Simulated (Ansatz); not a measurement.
Species: BN, net charge 0, triplet state. 
Structure (B3LYP-D3(BJ)/def2-TZVP (Ansatz, an electronic-structure program) minimum search):
```
B
N 1 1.3180
```
Charge 0, spin multiplicity 3.

Wanted: vertical ionisation energy (to the quartet state of charge +1; each state is the SCF solution reached for its spin), in eV. Valence correlation only, unless marked. Open shells are spin-unrestricted. Spin-orbit coupling is left out. Non-relativistic. CBS(X,Y): correlation extrapolated as X^-3; Hartree-Fock from the larger set.

CCSD(T)/CBS(aug-cc-pVTZ,aug-cc-pVQZ) (Ansatz) gives 11.68 eV.

Question: Another calculation gave 11.53 eV. Which level was it?
(A) B3LYP/def2-TZVPD (Ansatz)
(B) BHLYP/def2-TZVPD (Ansatz)
(C) SVWN5/def2-TZVPD (Ansatz)
(D) wB97X-V/def2-TZVPD (Ansatz)

Answer: D, wB97X-V/def2-TZVPD (Ansatz). The others give 11.69 (B3LYP), 11.24 (BHLYP), 12.02 (SVWN5) eV.
